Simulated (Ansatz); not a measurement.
Reaction (ligand exchange at a Ge–Cl bond): `C[O][GeH2][Cl]` + H₂Se → `C[O][GeH2][SeH]` + HCl

Isolated molecules relaxed with PBE0-D4/def2-TZVP in Ansatz; ΔE leaves out vibrations. CCSD(T)/CBS is the MP2 limit (def2-TZVPP, def2-QZVPP) plus CCSD(T) − MP2 in def2-TZVPP, frozen cores. This one scheme is used for every species. DFT in def2-TZVPP. B3LYP here is the variant with VWN-RPA as its local correlation; programs differ in this. For Ge, Se outer-core shells are correlated without core-valence functions, which leaves a few kJ/mol of doubt a bond. Scalar relativity is left out up to krypton. One conformer a species, not always the lowest.

```json
{"level": "PBE-D4", "ΔE (kcal/mol)": "0.3", "difference from CCSD(T)/CBS": "-0.8"}
{"level": "r2SCAN-D4", "ΔE (kcal/mol)": "1.5", "difference from CCSD(T)/CBS": "0.4"}
{"level": "PBE0-D4", "ΔE (kcal/mol)": "0.9", "difference from CCSD(T)/CBS": "-0.2"}
{"level": "B3LYP-D4", "ΔE (kcal/mol)": "1.4", "difference from CCSD(T)/CBS": "0.3"}
{"level": "ωB97X-V", "ΔE (kcal/mol)": "2.4", "difference from CCSD(T)/CBS": "1.3"}
{"level": "ωB97M-V", "ΔE (kcal/mol)": "2.1", "difference from CCSD(T)/CBS": "1.0"}
{"level": "B2PLYP", "ΔE (kcal/mol)": "2.1", "difference from CCSD(T)/CBS": "1.0"}
{"level": "PBE", "ΔE (kcal/mol)": "0.9", "difference from CCSD(T)/CBS": "-0.2"}
{"level": "r2SCAN", "ΔE (kcal/mol)": "1.7", "difference from CCSD(T)/CBS": "0.6"}
{"level": "PBE0", "ΔE (kcal/mol)": "1.5", "difference from CCSD(T)/CBS": "0.4"}
{"level": "B3LYP", "ΔE (kcal/mol)": "2.5", "difference from CCSD(T)/CBS": "1.4"}
{"level": "HF/def2-TZVPP", "ΔE (kcal/mol)": "5.2", "difference from CCSD(T)/CBS": "4.1"}
{"level": "MP2/def2-TZVPP", "ΔE (kcal/mol)": "0.9", "difference from CCSD(T)/CBS": "-0.2"}
{"level": "SCS-MP2/def2-TZVPP", "ΔE (kcal/mol)": "1.8", "difference from CCSD(T)/CBS": "0.7"}
{"level": "CCSD/def2-TZVPP", "ΔE (kcal/mol)": "1.8", "difference from CCSD(T)/CBS": "0.7"}
{"level": "CCSD(T)/def2-TZVPP", "ΔE (kcal/mol)": "1.3", "difference from CCSD(T)/CBS": "0.2"}
{"level": "HF/def2-QZVPP", "ΔE (kcal/mol)": "5.4", "difference from CCSD(T)/CBS": "4.3"}
{"level": "MP2/def2-QZVPP", "ΔE (kcal/mol)": "0.8", "difference from CCSD(T)/CBS": "-0.3"}
{"level": "SCS-MP2/def2-QZVPP", "ΔE (kcal/mol)": "1.9", "difference from CCSD(T)/CBS": "0.8"}
{"level": "HF/CBS(def2)", "ΔE (kcal/mol)": "5.4", "difference from CCSD(T)/CBS": "4.3"}
{"level": "MP2/CBS(def2)", "ΔE (kcal/mol)": "0.6", "difference from CCSD(T)/CBS": "-0.5"}
{"level": "CCSD/CBS(def2)", "ΔE (kcal/mol)": "1.6", "difference from CCSD(T)/CBS": "0.5"}
{"level": "CCSD(T)/CBS", "ΔE (kcal/mol)": "1.1", "difference from CCSD(T)/CBS": "0"}
```

Largest T1 diagnostic among the species: 0.011.

In def2-TZVPP, CCSD(T) changes the Hartree–Fock value by −3.8 kcal/mol (the triples alone add −0.5 kcal/mol) and MP2 by −4.3 kcal/mol. The D4 term adds −1.1 kcal/mol with B3LYP and −0.6 kcal/mol with PBE0; it sums over pairs of atoms, weighted by their polarisabilities, and B3LYP, whose exchange is more repulsive, gets the larger term.
